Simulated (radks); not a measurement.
All-electron atom: Rb I in [Kr] 5s1.

Calculated with a radial shooting solver on a logarithmic mesh with Libxc functionals: Dirac Kohn-Sham, PBE, spin-unpolarised, spherical densities, point nucleus.

Energy parts (Ry):
part                        energy
total                  -5962.90539
kinetic                 6132.79214
electron-nucleus      -14397.64902
Hartree                 2503.55498
exchange-correlation    -201.60349

Orbitals (lengths in bohr, moments of r in powers of bohr; <r^-3> diverges for s and p1/2):
orbital  occ.  eigenvalue (Ry)  <r^-3>
1s1/2       2        -1104.539       -
2s1/2       2        -147.5230       -
2p1/2       2        -133.7980       -
2p3/2       4        -129.3305    1566
3s1/2       2        -21.89221       -
3p1/2       2        -16.97563       -
3p3/2       4        -16.30457   237.6
3d3/2       4         -7.70516   31.72
3d5/2       6         -7.59124   30.56
4s1/2       2         -2.34323       -
4p1/2       2         -1.21687       -
4p3/2       4         -1.15229   22.88
5s1/2       1         -0.16400       -
5p1/2       0         -0.05650       -
5p3/2       0         -0.05434  0.7741

The highest occupied level is 5s1/2 at -2.231 eV. Summed over all electrons, <r^2> = 63.44 bohr^2, which gives a Langevin (diamagnetic) susceptibility term of -50.2 x 10^-6 cm^3/mol. For comparison, the ionisation energy in NIST's Atomic Spectra Database is 4.177 eV (measured). In exact Kohn-Sham theory the highest level is minus the ionisation energy, but local and semilocal functionals leave it too shallow, through self-interaction and a potential that decays too fast; potentials with the right tail come closer.

Run on one thread of a shared host, so times are rough (Intel(R) Xeon(R) Platinum 8259CL CPU @ 2.50GHz): 0.31 s of CPU time, 0.31 s wall, 14 iterations on 2725 mesh points.

Beside tabulated values, note that spin-unpolarised runs miss the spin-polarisation part of the exchange energy of open shells.
